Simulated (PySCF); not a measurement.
C4H10Zn, SMILES C[CH2][Zn][CH2]C. Atoms are numbered in the order given.

```xyz
15

Zn     0.0000     0.0000     0.2616
C      1.9072     0.5007     0.2656
C      2.8031    -0.3182    -0.6746
H      2.2757     0.4208     1.3049
H      1.9752     1.5749     0.0130
H      2.4871    -0.2306    -1.7280
H      2.7893    -1.3934    -0.4272
H      3.8598     0.0036    -0.6325
C     -1.9072    -0.5007     0.2656
C     -2.8031     0.3182    -0.6746
H     -2.2757    -0.4208     1.3049
H     -1.9752    -1.5749     0.0130
H     -2.4871     0.2306    -1.7280
H     -2.7893     1.3934    -0.4272
H     -3.8598    -0.0036    -0.6325
```

Geometry: B3LYP-D3(BJ)/def2-SVP. The isomer is the one that the SMILES or the coordinates give; other isomers of the formula were not compared. Other conformers were not sampled.

Level of theory: PBE0/def2-TZVP in PySCF.

Gas-phase values at a fixed geometry.

**Question.** Estimate the frontier levels, gap, dipole moment and polarisability. (The exact figures need the calculation; the answer reports its results.)

**Answer.** 
```json
{
 "highest_occupied_level": "-6.50 eV",
 "lowest_empty_level": "-0.01 eV",
 "orbital_gap": "6.48 eV",
 "dipole_moment": "0.15 D",
 "quadrupole, principal values (traceless, Buckingham form, about the centre of nuclear charge)": "-5.82, 2.83, 2.99 D·Å",
 "mean_static_polarisability": "76.4 bohr³ (11.32 Å³)",
 "polarisability_principal_values": "64.5, 65.0, 99.6 bohr³"
}
```
